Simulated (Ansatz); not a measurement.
ZrBrF3. The state is a singlet with charge 0. Geometry PBE0-D4/def2-SVP.

```xyz
5

Zr    0.021   -0.045    0.101
Br   -0.447    0.952   -2.138
F    -1.568   -0.751    0.837
F     0.703    1.276    1.265
F     1.291   -1.433   -0.065
```

In the def2 sets Zr takes a core potential, while STO-3G treats all electrons; there is no spin–orbit coupling. HSE06 is defined as in plane-wave codes, on full-range PBE exchange.

Estimate the orbital energies around the gap (eV) in Ansatz with HF/STO-3G, PBE-D4/def2-TZVPD, r2SCAN-D4/def2-TZVP, PBE0-D4/def2-TZVP, HSE06-D4/def2-TZVP.


```csv
orbital,HF/STO-3G,PBE-D4/def2-TZVPD,r2SCAN-D4/def2-TZVP,PBE0-D4/def2-TZVP,HSE06-D4/def2-TZVP
HOMO−13,-37.27,-28.41,-29.96,-31.81,-31.39
HOMO−12,-22.58,-19.33,-20.12,-21.66,-21.23
HOMO−11,-14.24,-11.57,-12.06,-13.63,-13.21
HOMO−10,-14.24,-11.57,-12.06,-13.63,-13.21
HOMO−9,-13.71,-11.31,-11.78,-13.36,-12.94
HOMO−8,-13.53,-11.07,-11.54,-13.10,-12.68
HOMO−7,-13.52,-11.07,-11.54,-13.10,-12.68
HOMO−6,-12.80,-10.65,-11.12,-12.65,-12.23
HOMO−5,-12.42,-10.34,-10.82,-12.35,-11.93
HOMO−4,-12.42,-10.34,-10.82,-12.35,-11.93
HOMO−3,-12.08,-10.32,-10.81,-12.35,-11.93
HOMO−2,-9.85,-8.94,-9.32,-10.33,-9.93
HOMO−1,-8.66,-7.96,-8.31,-9.28,-8.88
HOMO,-8.66,-7.96,-8.31,-9.28,-8.88
LUMO,6.42,-2.74,-2.58,-1.91,-2.29
LUMO+1,6.42,-2.74,-2.58,-1.91,-2.29
LUMO+2,7.17,-2.02,-1.85,-1.22,-1.60
LUMO+3,7.89,-1.36,-1.08,-0.67,-1.01
LUMO+4,7.89,-1.31,-1.08,-0.48,-0.86
LUMO+5,9.82,-1.31,-0.76,-0.48,-0.86
```
